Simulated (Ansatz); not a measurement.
Coupled-cluster diagnostics for ZnBr2, Ansatz.

Geometry of the singlet (PBE0-D4/def2-TZVP):

```xyz
3

Zn    0.0024    0.0017    0.0006
Br    0.3910   -1.2296    1.8120
Br   -0.3934    1.2279   -1.8126
```

Correlated methods freeze 27 core orbitals; core or outer-core shells of Br are correlated, in sets that lack core-valence functions.

Question: Estimate the CCSD(T) correlation energy, the shares of MP2 and (T), T1 and the reference's ⟨S²⟩ for: charge 0, singlet, own geometry in def2-TZVPP; and the rough time on 4 threads of Arm Neoverse V1 on a shared host.

Answer: 
```json
{"state": "charge 0, singlet, own geometry", "basis": "def2-TZVPP", "correlation (eV)": "-28.012", "MP2 share (%)": "100.5", "(T) share (%)": "3.1", "T1": "0.010", "⟨S²⟩ (pure)": "0.00 (0.00)", "wall time": "8 s"}
```
Customary marks for T1 are 0.02 (closed shells), 0.045 (open shells) and about 0.05 (3d metals). T1 stays under 0.02 throughout.
